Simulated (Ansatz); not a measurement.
`[GaH2][B]1B[SiH2]1` + CH₃OH → `C[O][GaH2]` + `B1B[SiH2]1` at 400 K and 1 bar (cleavage of the Ga–B bond).

Program: Ansatz. Geometries: PBE0-D4/def2-TZVP. ΔE: electronic, gas phase. CCSD(T)/CBS is the MP2 limit (def2-TZVPP, def2-QZVPP) plus CCSD(T) − MP2 in def2-TZVPP, frozen cores. This one scheme is used for every species. For Ga outer-core shells are correlated without core-valence functions, which leaves a few kJ/mol of doubt a bond. Scalar relativity is left out up to krypton.

```tsv
species	CCSD(T)/CBS energy (Eh)	H − E (kJ/mol)	S (J/(mol·K))
`[GaH2][B]1B[SiH2]1`	-2265.51334	153.0	391.4
CH₃OH	-115.61712	151.2	252.6
`C[O][GaH2]`	-2040.16771	169.3	328.4
`B1B[SiH2]1`	-340.97257	126.9	307.8
```

H − E and S are ideal-gas, rigid-rotor, harmonic terms from PBE0-D4/def2-TZVP, for one conformer and one mirror image of each species. 1 Eh = 2625.50 kJ/mol, R = 8.31446 J/(mol·K).

Task: By hand: ΔE, ΔH, ΔS and ΔG.

Result: ΔE = (-2040.16771) + (-340.97257) − (-2265.51334) − (-115.61712) = -0.00982 Eh = -25.8 kJ/mol. Δ(H − E) = 169.3 + 126.9 − 153.0 − 151.2 = -8.0, so ΔH = -33.8 kJ/mol. ΔS = 328.4 + 307.8 − 391.4 − 252.6 = -7.8 J/(mol·K). ΔG = -33.8 − 400 × (-7.8)/1000 = -30.7 kJ/mol.

Task: By hand: the equilibrium constant, and the temperature at which ΔG would vanish if ΔH and ΔS stayed fixed.

Result: log₁₀ K = −ΔG/(RT ln 10) = 4.0. ΔG = 0 at ΔH/ΔS = 4333 K, far beyond where these terms or the molecules hold.

The number of gas molecules stays the same, so ΔS is small and ΔH decides. A doubt of 5 kJ/mol in ΔE shifts log₁₀ K by 0.7 here. Other conformers and mirror images would add mixing entropy, several J/(mol·K) or more a flexible species. These are equilibria of isolated gas molecules and say nothing of rates. Largest T1 diagnostic: 0.015 (customary marks: 0.02 for closed shells, 0.045 for open ones).
